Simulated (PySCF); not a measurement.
Match each property card to its molecule.

Structures:
1. `CC(=O)C1=NN=C(C)O1`
2. `C=C[Si@@H](O)P`
3. `CCC1=CS[C@@H](F)[SiH2]1`
4. `FCc1ccc(F)s1`
5. `C=CC=C(C)C`
6. `C#C[C@@H]1C[C@@H]1C`

Card P (geometry GFN2-xTB):
* Rotational constants A, B, C: 7.828, 1.956, 1.596 GHz
* Static isotropic polarisability (PBE0/def2-SVPD): 81.5 au
* Lowest singlet excitation (TDDFT PBE0/def2-SVPD): 5.58 eV (222 nm, f = 0.781)
* Point group: Cs
* Dipole moment (PBE0/def2-SVPD): 0.88 D
* 13C chemical shifts (computed TMS as zero) by class (GIAO PBE0/pcSseg-1): 143.8 (1 C), 140.6 (1 C), 134.3 (1 C), 121.6 (1 C), 29.6 (1 C), 20.3 (1 C) ppm

Card Q (geometry GFN2-xTB):
- Rotational constants A, B, C: 2.283, 1.002, 0.816 GHz
- Static isotropic polarisability (CAM-B3LYP/def2-SVPD): 103.7 au
- Point group: C1
- Dipole moment (CAM-B3LYP/def2-SVPD): 2.58 D
- Isotropic shieldings of nuclei other than C and H, by class (GIAO PBE0/pcSseg-1): 378 (1 F), 373 (1 Si), 338 (1 S) ppm
- Lowest triplet excitation (Tamm–Dancoff) (TDA CAM-B3LYP/def2-SVPD): 3.52 eV
- 13C chemical shifts (computed TMS as zero) by class (GIAO PBE0/pcSseg-1): 149.6 (1 C), 134.8 (1 C), 98.7 (1 C), 32.6 (1 C), 19.9 (1 C) ppm

Card R (geometry GFN2-xTB):
- Rotational constants A, B, C: 6.090, 2.931, 2.284 GHz
- Static isotropic polarisability (PBE0/def2-SVPD): 67.5 au
- Point group: C1
- HOMO energy (PBE0/def2-SVPD): -7.20 eV
- Lowest singlet excitation (TDDFT PBE0/def2-SVPD): 6.27 eV (198 nm, f = 0.001)

Card S (geometry GFN2-xTB):
* Rotational constants A, B, C: 4.730, 1.041, 0.858 GHz
* Static isotropic polarisability (CAM-B3LYP/def2-SVPD): 74.4 au
* Point group: Cs
* Lowest triplet excitation (Tamm–Dancoff) (TDA CAM-B3LYP/def2-SVPD): 3.55 eV
* HOMO energy (CAM-B3LYP/def2-SVPD): -8.12 eV
* Lowest singlet excitation (TDDFT CAM-B3LYP/def2-SVPD): 5.47 eV (227 nm, f = 0.106)

Card T (geometry GFN2-xTB):
* Rotational constants A, B, C: 4.558, 1.929, 1.515 GHz
* Static isotropic polarisability (CAM-B3LYP/def2-SVPD): 81.6 au
* Dipole moment (CAM-B3LYP/def2-SVPD): 1.00 D
* Isotropic shieldings of nuclei other than C and H, by class (GIAO PBE0/pcSseg-1): 308 (1 O), 355 (1 Si), 608 (1 P) ppm
* HOMO energy (CAM-B3LYP/def2-SVPD): -8.61 eV
* Lowest triplet excitation (Tamm–Dancoff) (TDA CAM-B3LYP/def2-SVPD): 4.31 eV
* Point group: C1

Card U (geometry GFN2-xTB):
- Rotational constants A, B, C: 4.370, 1.113, 0.897 GHz
- Static isotropic polarisability (CAM-B3LYP/def2-SVPD): 78.1 au
- Isotropic shieldings of nuclei other than C and H, by class (GIAO PBE0/pcSseg-1): -113 (1 N), -84 (1 N), -338 (1 O), 4 (1 O) ppm
- Strongest line among the 8 lowest singlet transitions (TDDFT CAM-B3LYP/def2-SVPD): S3 at 5.61 eV (221 nm, f = 0.358)
- Lowest triplet excitation (Tamm–Dancoff) (TDA CAM-B3LYP/def2-SVPD): 3.42 eV

All species are isolated and taken at one optimised geometry, non-relativistic unless stated. Electronic properties by PySCF. NMR classes are plain means over equivalent atoms (diastereotopic ones count apart unless rotation or inversion swaps them), as if these changed places fast.

Which card belongs to which structure?

P = 5, Q = 3, R = 6, S = 4, T = 2, U = 1. What ties each card to its structure:
- 1 (card U), C5H6N2O2, monoisotopic mass 126.0 u, 9 heavy atoms: an asymmetric top with C = 0.897 GHz; polarisability 78.1 au for 66 electrons.
- 2 (card T), C2H7OPSi, monoisotopic mass 106.0 u, 5 heavy atoms: an asymmetric top with C = 1.515 GHz; polarisability 81.6 au for 56 electrons; dipole 1.00 D.
- 3 (card Q), C5H9FSSi, monoisotopic mass 148.0 u, 8 heavy atoms: 5 C in 5 classes; the least shielded carbon (149.6 ppm) is an alkene CH carbon; an asymmetric top with C = 0.816 GHz, the lowest such constant on the cards; polarisability 103.7 au for 78 electrons; dipole 2.58 D.
- 4 (card S), C5H4F2S, monoisotopic mass 134.0 u, 8 heavy atoms: an asymmetric top with C = 0.858 GHz; polarisability 74.4 au for 68 electrons.
- 5 (card P), C6H10, monoisotopic mass 82.1 u, 6 heavy atoms: 6 C in 6 classes; the least shielded carbon (143.8 ppm) is a fully substituted alkene carbon; an asymmetric top with C = 1.596 GHz; polarisability 81.5 au for 46 electrons; dipole 0.88 D.
- 6 (card R), C6H8, monoisotopic mass 80.1 u, 6 heavy atoms: an asymmetric top with C = 2.284 GHz, the highest such constant on the cards; polarisability 67.5 au for 44 electrons.
